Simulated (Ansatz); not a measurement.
A nudged elastic band was laid between two geometries of C2H5NSi (9 atoms, charge 0, multiplicity 1).

The calculation used RKS PBE-D4/def2-SVP (Ansatz 0.2.0).

| Property | Result |
| --- | --- |
| movable images | 5 |
| climbing image | yes |
| spring | 5.0 eV/Å² |
| optimiser | quadratic models (default) |
| start path | IDPP |
| force threshold | 0.05 eV/Å |
| iteration limit | 60 |
| end points | relaxed |

Initial state:

```xyz
9
Properties=species:S:1:pos:R:3
C -0.729 0.745 -0.967
Si 0.101 -0.654 -0.036
C 0.790 -0.468 1.625
N 1.733 -0.307 0.763
H -0.355 0.803 -2.010
H -0.515 1.708 -0.463
H -1.828 0.606 -1.005
H -0.031 -2.014 -0.643
H 0.834 -0.418 2.735
```

Final state:

```xyz
9
Properties=species:S:1:pos:R:3
C -0.554 0.786 -1.047
Si 0.379 -0.535 -0.100
C 0.235 -0.758 1.689
N 1.265 -0.025 1.443
H -1.384 0.349 -1.638
H 0.122 1.318 -1.748
H -0.978 1.524 -0.339
H 1.087 -1.559 -0.927
H -0.172 -1.100 2.666
```

(1) What changes between the two ends?

(2) What energy profile does the band end with?

(3) What is the geometry of the highest image?

(4) What are the harmonic wavenumbers there?

## Answers

(1) No bond is made or broken. The dihedral H5–C1–Si2–N4 goes from 85 to -154°. The two ends are copies of one structure, up to a mirror image or an exchange of like atoms.

(2) The run converged. The highest image is number 3 of 0 to 6, 0.032 eV above the ends, which have the same energy within 2 meV. A vibrational analysis at the climbing image gives one clearly imaginary mode, 117i cm⁻¹: a first-order saddle point.

| image | path coordinate (Å) | energy (eV) | dihedral H5–C1–Si2–N4 (°) |
| --- | --- | --- | --- |
| 0 | 0.00 | 0.000 | 85 |
| 1 | 0.54 | 0.008 | 105 |
| 2 | 1.08 | 0.024 | 125 |
| 3 | 1.61 | 0.032 | 145 |
| 4 | 2.15 | 0.024 | 165 |
| 5 | 2.69 | 0.008 | -175 |
| 6 | 3.24 | 0.000 | -154 |

(3) 
```xyz
9
Properties=species:S:1:pos:R:3
C -0.603 0.790 -1.017
Si 0.281 -0.595 -0.106
C 0.390 -0.680 1.697
N 1.451 -0.109 1.245
H -0.736 0.522 -2.085
H -0.006 1.723 -0.963
H -1.602 0.996 -0.584
H 0.729 -1.754 -0.936
H 0.096 -0.892 2.749
```

(4) 117i, 214, 233, 517, 604, 670, 724, 749, 796, 815, 854, 1126, 1216, 1377, 1383, 1567, 2208, 2982, 2997, 3082, 3088 cm⁻¹.

Time of the run: 79 s on 1 thread of Intel(R) Xeon(R) Processor @ 2.50GHz (Skylake/Cascade Lake) (shared host), peak memory 0.13 GiB.
